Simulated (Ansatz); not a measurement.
CH₆N₂Si (`N=C[SiH2]N`), relaxed with RKS PBE-D4/def2-SVP in Ansatz from a rough embedded geometry. The force threshold is 0.03 eV/Å; the program also tests the step.

Total charge 0; spin multiplicity 1.

Start:

```xyz
10

N    -0.533   -1.541   -0.715
C     0.425   -1.126    0.052
Si    0.522    0.680    0.490
N    -0.857    1.597   -0.251
H    -0.436   -2.612   -0.815
H     1.208   -1.778    0.445
H     1.727    1.344   -0.082
H     0.411    0.937    1.919
H    -0.810    1.390   -1.175
H    -1.655    1.111    0.133
```

(1) By how much does the energy fall, and how many steps does the optimiser take? (An estimate is asked.)

(2) Which bonds change most? (An estimate is asked.)

(3) Give the relaxed structure. (Best estimate.)

Results:

(1) The calculation gave: 10.31 kcal/mol, in 6 steps.

(2) The calculation gave: N4–H9 from 0.948 to 1.025 Å; Si3–N4 from 1.814 to 1.744 Å; C2–Si3 from 1.861 to 1.914 Å; Si3–H8 from 1.456 to 1.507 Å.

(3) The calculation gave: 
```xyz
10

N    -0.485   -1.653   -0.667
C     0.465   -1.179    0.061
Si    0.467    0.696    0.447
N    -0.864    1.594   -0.235
H    -0.367   -2.677   -0.801
H     1.290   -1.821    0.476
H     1.757    1.264   -0.084
H     0.434    0.850    1.946
H    -0.907    1.596   -1.259
H    -1.791    1.331    0.115
```
